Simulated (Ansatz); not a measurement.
AsF3, charge -1, doublet, geometry from GFN2-xTB (a state made from the parent by changing its charge; the spin is typed, not shown lowest) (a gas-phase anion, which may not be bound at this level), atoms displaced at random by about 0.05 Å a coordinate. Base run: Ansatz (a program for electronic structure) with PBE/cc-pVDZ.

The Ansatz input:
Ansatz 0.2 input:
```yaml
crystal:
  periodic: [false, false, false]
  atoms:
    - {symbol: F, position_ang: [-1.86852713, -0.96308628, 0.01955879]}
    - {symbol: As, position_ang: [0.13132476, -0.38458360, 0.05495065]}
    - {symbol: F, position_ang: [1.86190213, 0.66607729, -0.02351451]}
    - {symbol: F, position_ang: [-0.62254198, 1.32247733, -0.16714619]}
basis:
  gaussian:
    orbitals: cc-pVDZ
hamiltonian:
  xc: pbe
total_charge: -1
magnetization: {spin_polarized: true, initial_magnetization: 1}
relax: {}
```

Variants of this job, named by their change:

```json
[
 {"change": "base", "ΔE vs base (µEh)": "0.0", "optimiser steps": "5"},
 {"change": "relax = f_tol: 0.05", "ΔE vs base (µEh)": "9.3", "optimiser steps": "4"},
 {"change": "relax = max_displacement: 0.5", "ΔE vs base (µEh)": "0.0", "optimiser steps": "5"},
 {"change": "relax = f_tol: 0.0005", "ΔE vs base (µEh)": "0.0", "optimiser steps": "6"},
 {"change": "relax = f_tol: 0.1", "ΔE vs base (µEh)": "37.5", "optimiser steps": "3"},
 {"change": "relax = escape_saddle: false", "ΔE vs base (µEh)": "0.0", "optimiser steps": "5"},
 {"change": "relax = max_displacement: 0.02", "ΔE vs base (µEh)": "0.1", "optimiser steps": "8"}
]
```

A gas-phase anion may not be bound at this level; its values then depend on the basis.
